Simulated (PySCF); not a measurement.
AlClH3NO, SMILES [NH2][Al]([OH])[Cl]. Atoms are numbered in the order given.

```xyz
7

Al     0.0410    -0.4114     0.0000
Cl    -0.0439     1.6819     0.0000
O      1.5833    -1.1080     0.0000
H      1.8166    -2.0357     0.0000
N     -1.4730    -1.3089     0.0000
H     -1.5738    -2.3167     0.0000
H     -2.3845    -0.8658     0.0000
```

The structure is a stationary point at PBE0-D3(BJ)/def2-SVP. One conformer was computed; it need not be the lowest.

Computed with PBE0/pcJ-1 (PySCF).

Isotropic couplings with Fermi-contact, spin-dipole and both spin-orbit terms, one fixed conformer, no vibrational averaging. Isotopes: 14N, 1H.

Estimate the spin–spin coupling constants. (An estimate is asked for; the answer gives what the named calculation found.)


| pair | bonds apart | J (Hz) |
|---|---|---|
| N5–H6 | 1 | 54.6 |
| N5–H7 | 1 | 54.4 |
| H6–H7 | 2 | -8.8 |
| H4–N5 | 3 | -0.5 |
| H4–H7 | 4 | -0.6 |
